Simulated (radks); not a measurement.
Problem. All-electron atom: Os V in [Xe] 4f14 5d4 (the NIST ground configuration). Method: Dirac Kohn-Sham, PBE, spin-unpolarised, spherical densities, point nucleus; open shells fill j = l - 1/2 first; computed with a radial shooting solver on a logarithmic mesh with Libxc functionals. Some entries of the table are withheld. Estimate them.

orbital,occ.,eigenvalue (eV),<r> (bohr),<1/r> (bohr^-1)
1s1/2,2,-73815.71,0.01773,90.52
2s1/2,2,-12883.73,0.07424,22.11
2p1/2,2,-12335.14,0.06130,22.06
2p3/2,4,-10803.71,0.06950,18.31
3s1/2,2,-3032.864,0.1933,8.116
3p1/2,2,-2787.920,0.1835,8.027
3p3/2,4,-2453.939,0.1986,7.055
3d3/2,4,-2044.509,0.1734,6.951
3d5/2,6,-1972.178,0.1781,6.725
4s1/2,2,-675.8618,0.4317,3.419
4p1/2,2,-573.1330,0.4357,3.308
4p3/2,4,-494.6858,0.4692,2.970
4d3/2,4,-326.3525,0.4824,2.760
4d5/2,6,-311.8232,0.4937,2.680
5s1/2,2,-136.2661,1.001,1.356
5p1/2,2,(1),1.087,1.233
4f5/2,6,-98.7740,0.5512,2.260
4f7/2,8,-95.9630,0.5592,2.228
5p3/2,4,(2),1.178,1.117
5d3/2,4,-48.6286,1.520,(3)
5d5/2,0,-47.2324,1.559,(4)
6s1/2,0,-40.7173,2.333,0.5534
6p1/2,0,-32.7206,2.640,0.4864
6p3/2,0,-30.5588,2.807,0.4553
5f5/2,0,-17.7440,3.219,0.3769
5f7/2,0,-17.6937,3.235,0.3751

Solution. 
(1) 5p1/2 eigenvalue (eV): -104.3317
(2) 5p3/2 eigenvalue (eV): -91.7378
(3) 5d3/2 <1/r> (bohr^-1): 0.8486
(4) 5d5/2 <1/r> (bohr^-1): 0.8252
